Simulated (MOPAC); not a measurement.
MOPAC input (PM7):

```
PM7 PRECISE GNORM=0.05 LET XYZ CHARGE=1 GEO-OK AUX(PRECISION=9) THREADS=1
HF2Se

Se    0.18675400 1   -0.10892700 1    0.29877300 1
F     0.34359100 1    1.28005300 1   -0.63786000 1
F    -0.95744700 1   -0.92329400 1   -0.62791700 1
H    -0.82493700 1    0.49267800 1    1.23372100 1
```

From the output:

```
                                                       MOPAC v23.2.5 Linux

          FINAL HEAT OF FORMATION =         67.77599 KCAL/MOL =     283.57472 KJ/MOL

          COSMO AREA              =         83.08 SQUARE ANGSTROMS
          COSMO VOLUME            =         66.27 CUBIC ANGSTROMS

          GRADIENT NORM           =          0.02095          =       0.01048 PER ATOM
          IONIZATION POTENTIAL    =         16.205171 EV
          HOMO LUMO ENERGIES (EV) =        -16.205 -6.014
          NO. OF FILLED LEVELS    =         10
          MOLECULAR WEIGHT        =        117.9647         POINT GROUP:  Cs

          MOLECULAR DIMENSIONS (Angstroms)

            Atom       Atom       Distance
            F     3    F     2     2.47512
            H     4    F     2     2.02109
           Se     1    F     2     0.84374

          SCF CALCULATIONS        =         11

   ATOM   CHEMICAL          X               Y               Z
  NUMBER   SYMBOL      (ANGSTROMS)     (ANGSTROMS)     (ANGSTROMS)

     1      Se          0.19344751  *  -0.11275322  *   0.32737323  *
     2       F          0.31231598  *   1.24977278  *  -0.67154932  *
     3       F         -0.94616519  *  -0.88150788  *  -0.66192759  *
     4       H         -0.79737907  *   0.47659011  *   1.27450484  *

                             CARTESIAN COORDINATES

   1   Se        0.193447512    -0.112753225     0.327373226
   2    F        0.312315977     1.249772780    -0.671549320
   3    F       -0.946165193    -0.881507883    -0.661927587
   4    H       -0.797379075     0.476590112     1.274504842

           Empirical Formula: H Se F2  =     4 atoms

      MOLECULAR POINT GROUP   :   Cs

                  EIGENVALUES
 -44.39282 -44.20299 -29.28111 -21.25320 -20.68463 -20.60000 -20.28084 -18.93852
 -18.32243 -16.20517  -6.01377  -5.99504  -4.34623

              NET ATOMIC CHARGES AND DIPOLE CONTRIBUTIONS

  ATOM NO.   TYPE          CHARGE      No. of ELECS.   s-Pop       p-Pop
    1         Se           1.671676        4.3283     1.92272     2.40561
    2          F          -0.368384        7.3684     1.97090     5.39748
    3          F          -0.368385        7.3684     1.97090     5.39748
    4          H           0.065093        0.9349     0.93491
 DIPOLE           X         Y         Z       TOTAL
 POINT-CHG.     2.327    -1.350     5.313     5.955
 HYBRID        -1.028     0.606    -0.289     1.228
 SUM            1.298    -0.744     5.025     5.243

          ATOMIC ORBITAL ELECTRON POPULATIONS

     Atom    s        px        py        pz
    1 Se   1.92272   0.93648   0.70301   0.76611
    2  F   1.97090   1.97348   1.62989   1.79411
    3  F   1.97090   1.74977   1.85006   1.79765
    4  H   0.93491

 **********************
 *                    *
 * JOB ENDED NORMALLY *
 *                    *
 **********************

 == MOPAC DONE ==
```

The dipole moment of an ion depends on the origin.

The geometry given is a B3LYP-D3(BJ)/def2-TZVP minimum.
